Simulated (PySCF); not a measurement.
**Computed structure and properties of [CeOF]+**

System: [CeOF]+ (singlet); start: template (Cs). Method: PySCF 2.14.0, RKS PBE0, Ce lcecp-2-SVP with ECP46, O def2-SVP, F def2-SVP; non-relativistic Hamiltonian with scalar-relativistic core potentials where named; density fitting; no spin-orbit coupling.

Input of the relaxation:

```python
mol = gto.M(atom='''
Ce     0.05486     0.00000    -0.15765
O      1.68096     0.00000     0.57005
F     -1.81924     0.00000     0.68105''',
    basis={'Ce': 'lcecp-2-SVP', 'O': 'def2-SVP', 'F': 'def2-SVP'},
    ecp={'Ce': 'lcecp-2-SVP'},
    charge=1, spin=0)
mf = dft.RKS(mol, xc='PBE0')
mf.grids.atom_grid = (50, 194)  # f atoms: unpruned, at least (60, 302)
mf = mf.density_fit()  # fitting sets: Ce AutoAux, O def2-universal-JKFIT, F def2-universal-JKFIT
mf.conv_tol = 1e-08; mf.max_cycle = 55
mf.kernel(dm0)  # dm0: converged density of the start geometry
# quasi-Newton relaxation in Cartesian coordinates to a largest gradient under 0.00045 Eh/bohr, steps kept in the point group
```

Run from Python with OMP_NUM_THREADS=2; the lines above give its settings. Where DIIS fails, smearing, a level shift and second-order steps follow.
It took 7.3 s on 2 threads of Arm Neoverse V2, on a shared host, from the converged density of the start.

Course of the relaxation:

```tsv
step	energy above end (eV)	largest force component within the symmetry (eV/Å)
0	0.4845	1.641
1	0.2089	1.108
2	0.0435	1.352
3	0.0034	0.318
4	0.0001	0.074
5	0.0000	0.006
```

Relaxed geometry (Cs):

```xyz
3

Ce    0.0358    0.0000   -0.4123
O     1.4252    0.0000    0.7174
F    -1.5444    0.0000    0.7884
```

```csv
contact,Å
Ce1–O2 (O),1.791
Ce1–F3 (F),1.985
```

On the finer grid (75, 302):

- HOMO: not given (4f levels lie in the core)
- LUMO: not given (4f levels lie in the core)
- Dipole about the centre of mass: 6.53 D
- Set of Mulliken populations of Ce1 outside the core potential: s 2.05, p 6.05, d 2.09, f 0.18
- D3(BJ) dispersion energy (not in the energies): -0.030 eV

```json
{"atom": "Ce1", "Mulliken (e)": "1.62", "Löwdin (e)": "1.57", "spin (e)": "0.00"}
{"atom": "O2", "Mulliken (e)": "-0.28", "Löwdin (e)": "-0.32", "spin (e)": "0.00"}
{"atom": "F3", "Mulliken (e)": "-0.33", "Löwdin (e)": "-0.25", "spin (e)": "0.00"}
```

The large-core potential holds the 4f shell empty.

On the grid (50, 194), as all that follows. Harmonic modes: a minimum; lowest 212 cm⁻¹ (negative: unstable), highest 983 cm⁻¹, zero-point energy 0.116 eV.

Rigid scan of O along the line from its metal:

```
distance to O2 (Å)  energy (eV)
              1.49        3.756
              1.59        1.405
              1.69        0.298
              1.79        0.000
              1.89        0.219
              1.99        0.756
              2.09        1.477
              2.24        2.720
```

Taking off one F (charge -1, singlet; the rest: singlet) in vacuum, both parts rigid, costs 17.68 eV; the small basis without counterpoise inflates it. Most of it is the attraction of opposite charges; other ways to part are cheaper, and one spin state was tried for the rest.

Rigid scan of F along the line from its metal:

(distance to F3 (Å), energy (eV)): (1.68, 2.002), (1.78, 0.760), (1.88, 0.164), (1.98, 0.000), (2.08, 0.120), (2.18, 0.421), (2.38, 1.296), (2.68, 2.761), (3.08, 4.431), (3.58, 5.878)

One start shape was tried, so this needn't be the lowest isomer.
